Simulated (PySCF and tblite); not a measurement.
The numbers below are computed, except where a source is named.
Rotation: stationary points, barriers and rates

System: C5H11NS, numbered as in [CH3:1][CH2:2][N:3]([CH3:4])[C:5]([CH3:6])=[S:7].

Motion: rotation about the C2–N3 bond (torsion C1–C2–N3–C4 from -80° to -280°, falling). Geometries: GFN2-xTB; energies: PBE0/pcSseg-1 + D3(BJ); zero-point and thermal terms from GFN2-xTB harmonic modes (soft modes blended into free rotors). Rate constants are transition-state-theory values, counting equivalent paths, without tunnelling. Shieldings: GIAO at the same DFT level; methyl-like tops are averaged, other torsions stay as in the two minima; line shapes leave out couplings; of unlike H on one atom, [a] is the less shielded. Run with tblite and PySCF.

| point | symmetry | E(GFN2) kcal/mol | E(DFT) kcal/mol | ZPE change kcal/mol | lowest mode cm⁻¹ | dipole D |
| --- | --- | --- | --- | --- | --- | --- |
| start | C1 | 0.0 | 0.0 | 0.00 | 50 | 4.97 |
| saddle | Cs | 7.9 | 11.1 | 0.13 | 58i | 5.02 |
| end | C1 | 0.0 | 0.0 | 0.00 | 50 | 4.97 |

```
Electronic barrier                                      : 11.1 kcal/mol
Barrier with zero-point energy                          : 11.2 kcal/mol
ΔH‡ (298 K)                                             : 10.6 kcal/mol
ΔS‡ (298 K, symmetry apart)                             : -4.3 cal/(mol K)
Paths                                                   : 1 equivalent path
End point                                               : the same structure with atoms interchanged, or its mirror image
Mean lifetime of the start against this motion at 298 K : 82 µs
Cost                                                    : 68 s on 1 thread of Arm Neoverse V1, on a host shared with other jobs (rough), peak memory 0.86 GiB, launched as `OMP_NUM_THREADS=1 python ens_run.py task.json out`
```

| T/K | ΔG‡ kcal/mol | k s⁻¹ |
| --- | --- | --- |
| 150 | 11.4 | 6.9×10⁻⁵ |
| 200 | 11.6 | 0.95 |
| 250 | 11.7 | 296 |
| 298 | 11.9 | 1.2×10⁴ |
| 350 | 12.1 | 2.2×10⁵ |
| 400 | 12.2 | 1.7×10⁶ |
| 500 | 12.6 | 3.1×10⁷ |

ΔG and ΔG‡ leave out symmetry numbers and mirror images; rates count paths: 1 out.

Sites that the motion interchanges:

```tsv
nucleus	site	ppm	scale
¹H	H on C2 [a]	5.88	δ against TMS
¹H	H on C2 [b]	2.67	δ against TMS
```

```csv
nucleus,sites,¹H MHz,spread Hz,coalescence K,k there s⁻¹
¹H,H on C2 [a] / H on C2 [b],100,322,260,712
¹H,H on C2 [a] / H on C2 [b],500,1608,280,3570
¹H,H on C2 [a] / H on C2 [b],800,2572,287,5730
```
